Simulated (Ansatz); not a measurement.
The first iterations of a band of ClGeH3 + H2S (8 atoms, charge 0, multiplicity 1).

These are results of RHF/def2-SVP in Ansatz, not measurements.

| Item | Value |
| --- | --- |
| movable images | 5 |
| climbing image | yes |
| spring | 5.0 eV/Å² |
| optimiser | quadratic models (default) |
| start path | through a guess of the saddle point |
| force threshold | 0.05 eV/Å |
| iteration limit | 60 |
| end points | relaxed |

Initial state:

```xyz
8
Properties=species:S:1:pos:R:3
Ge 0.540 0.069 -0.141
Cl 0.464 -0.203 2.021
H 2.019 0.055 -0.524
H -0.105 1.413 -0.455
H -0.207 -1.099 -0.774
S -3.503 0.078 0.933
H -3.630 -1.250 0.900
H -2.629 0.065 1.942
```

Final state:

```xyz
8
Properties=species:S:1:pos:R:3
Ge -0.420 -0.055 -0.628
Cl -0.333 0.563 3.581
H 0.572 -0.920 0.148
H -0.040 1.423 -0.571
H -0.527 -0.538 -2.076
S -2.449 -0.166 0.348
H -2.559 -1.498 0.326
H -1.294 0.319 2.775
```

| iteration | highest image above the first end (eV) | largest band force component (eV/Å) |
| --- | --- | --- |
| 1 | 4.421 | 5.791 |
| 2 | 3.081 | 1.743 |
| 3 | 2.765 | 1.034 |
| 4 | 2.662 | 1.056 |
| 5 | 2.588 | 0.866 |
| 6 | 2.499 | 0.456 |
| 7 | 2.478 | 0.286 |
| 8 | 2.456 | 0.360 |
| 9 | 2.440 | 0.181 |
| 10 | 2.428 | 0.154 |

Does the band converge within its limit, and where does its top end?

It converged. It ended after 31 iterations with the highest image 2.124 eV above the first end. Neighbouring images differ by up to 1.6 eV, so the band resolves the path poorly. A vibrational analysis at the climbing image gives one clearly imaginary mode, 230i cm⁻¹: a first-order saddle point. The orbitals stay closed-shell, which can raise the energy where a bond breaks towards radicals; this wasn't checked here.

Run time: 5.1 min on 1 thread of Arm Neoverse V1 (shared host), peak memory 0.2 GiB.
